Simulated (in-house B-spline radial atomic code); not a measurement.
A fraction x of an electron is removed from 1s in B3+, starting from 1s2 and keeping the highest spin. Computed with a radial B-spline atomic code at the basis-set limit: non-relativistic SCAN, spin-polarised, spherical fractional occupations, point nucleus.

```
   x  E(x) - E(0) (eV)  1s down level (eV)
   0            0.0000            -234.339
0.09           21.3202            -239.435
 0.2           47.9967            -245.571
0.32           77.8589            -252.098
0.41          100.7620            -256.832
 0.5          124.0828            -261.369
0.56          139.8520            -264.248
0.65          163.8181            -268.262
0.76          193.5655            -272.432
0.96          248.5032            -275.037
```
